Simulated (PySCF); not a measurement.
Ga(F)2(OSiH3), SMILES [SiH3][O][Ga]([F])[F] (H3F2GaOSi), singlet, PBE0/def2-SVP optimised geometry.

```
8

Ga     0.76     1.02     0.00
F      2.49     1.02     0.00
F     -0.06     2.55     0.00
O     -0.12    -0.49     0.00
Si    -1.69    -1.07    -0.03
H     -2.49    -0.47     1.08
H     -1.63    -2.55     0.15
H     -2.33    -0.75    -1.33
```

Density from PySCF with PBE0/def2-TZVP at that geometry.

Minimum of the electron density along straight lines between bonded atoms, close to the bond critical point (lines longer than 1.1 times the sum of covalent radii, or with two minima, are not listed):

```tsv
bond	length / Å	ρ at the minimum / e bohr⁻³	∇²ρ there / e bohr⁻⁵	position (fraction from the first atom)
Ga1–F2	1.731	0.141	0.92	0.49
Ga1–F3	1.736	0.139	0.91	0.49
Ga1–O4	1.746	0.145	(withheld)	0.49
O4–Si5	1.667	0.128	0.76	0.59
Si5–H6	1.494	0.121	0.14	0.49
Si5–H7	1.489	0.123	0.14	0.49
Si5–H8	1.494	0.121	0.14	0.49
```

Q: Complete the blanks.

A: 
- Ga1–O4, ∇²ρ there / e bohr⁻⁵: 0.82
